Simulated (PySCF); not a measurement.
A structure optimised at B3LYP-D3(BJ)/def2-SVP, used in a PySCF frequency run:

```
In
I 1 2.7803
I 1 2.7803 2 122.36
```
Charge 0, spin multiplicity 2.

Problem. Write its SMILES, formula and point group.

Solution. [I][In][I], I₂In, C2v

Problem. What are its rotational constants (standard atomic weights)?

Solution. 3.5582, 0.33557, 0.30665 GHz
